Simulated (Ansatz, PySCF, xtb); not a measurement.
Complex: HCl (SMILES Cl) (first 2 atoms) with N2 (SMILES N#N); geometry from B3LYP-D3(BJ)/def2-TZVP.
(charge 0, multiplicity 1):
```xyz
4

Cl    -0.1797    -0.2793    -0.3226
H     -0.1622    -0.2077     0.9591
N     -0.1296    -0.0764     3.2784
N     -0.1135    -0.0147     4.3668
```

Monomers are frozen at their geometry in the pair; levels with a basis set take the counterpoise correction. Rows marked so take none.

Frozen-core correlation. CBS: X⁻³ extrapolation of the correlation energy, Hartree–Fock from the larger set. Rows in 6-31G* carry no dispersion term and start afresh at each structure (6-31G* with six Cartesian d functions).

Run with Ansatz (an electronic-structure program); PySCF for 6-31G* rows, the dispersion terms; xtb for the GFN methods. 

| level | interaction energy (meV) |
|---|---|
| GFN-FF | -62.9 |
| HF/aug-cc-pV(D+d)Z | 1.5 |
| B3LYP-D3(BJ)/def2-TZVPPD | -60.3 |
| PBE0-D3(BJ)/def2-TZVPPD | -62.9 |
| M06-2X/6-31G* (no counterpoise) | -66.1 |
| B2PLYP/def2-TZVPPD | -44.0 |
| CCSD/aug-cc-pV(D+d)Z | -37.8 |
| CCSD(T)/aug-cc-pV(T+d)Z | (withheld) |
| CCSD(T)/CBS(aug-cc-pV(T+d)Z, aug-cc-pV(Q+d)Z) | (withheld) |

Question: What belongs in the gaps?

Answer: 
- CCSD(T)/aug-cc-pV(T+d)Z, interaction energy (meV): -53.0
- CCSD(T)/CBS(aug-cc-pV(T+d)Z, aug-cc-pV(Q+d)Z), interaction energy (meV): -58.4
